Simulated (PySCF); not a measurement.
## Chromium: a sound run and one with changed settings

Sound run: Cr⁺ [Ar] 3d5, Cr²⁺ [Ar] 3d4. All numbers are calculated (PySCF 2.14, no relativity, point nucleus, in aug-cc-pVDZ (7s6p4d2f, 59 functions)). In the sound run the correlated levels freeze [Ar]. The sound run starts from symmetry-adapted Hartree-Fock orbitals and uses a fine grid where one is needed.

Changed run: initial guess sap, at most 50 SCF cycles.

```json
{"species": "Cr⁺", "method": "UHF", "sound run (hartree)": "-1043.13787", "changed run (hartree)": "-1043.13787", "converged": "yes"}
{"species": "Cr⁺", "method": "BP86", "sound run (hartree)": "-1044.31948", "changed run (hartree)": "-1044.31948", "converged": "yes"}
{"species": "Cr⁺", "method": "M06-2X", "sound run (hartree)": "-1044.14359", "changed run (hartree)": "-1044.14359", "converged": "yes"}
{"species": "Cr⁺", "method": "MP2", "sound run (hartree)": "-1043.20357", "changed run (hartree)": "-1043.20357", "converged": "yes"}
{"species": "Cr²⁺", "method": "UHF", "sound run (hartree)": "-1042.57979", "changed run (hartree)": "-1042.57982", "converged": "yes"}
{"species": "Cr²⁺", "method": "BP86", "sound run (hartree)": "-1043.68643", "changed run (hartree)": "-1043.68745", "converged": "yes"}
{"species": "Cr²⁺", "method": "M06-2X", "sound run (hartree)": "-1043.54164", "changed run (hartree)": "-1043.54164", "converged": "yes"}
{"species": "Cr²⁺", "method": "MP2", "sound run (hartree)": "-1042.61151", "changed run (hartree)": "-1042.61153", "converged": "yes"}
```

Ionisation energy of Cr⁺:

| method | sound run (eV) | changed run (eV) |
| --- | --- | --- |
| UHF | 15.186 | 15.185 |
| BP86 | 17.226 | 17.198 |
| M06-2X | 16.380 | 16.380 |
| MP2 | 16.111 | 16.110 |
| SCS-MP2 | 15.494 | 15.494 |

Where the changed run lies lower, it found another determinant of the same configuration, with other orbitals of the open shell filled.

For comparison, NIST gives 16.486 eV between the lowest levels.
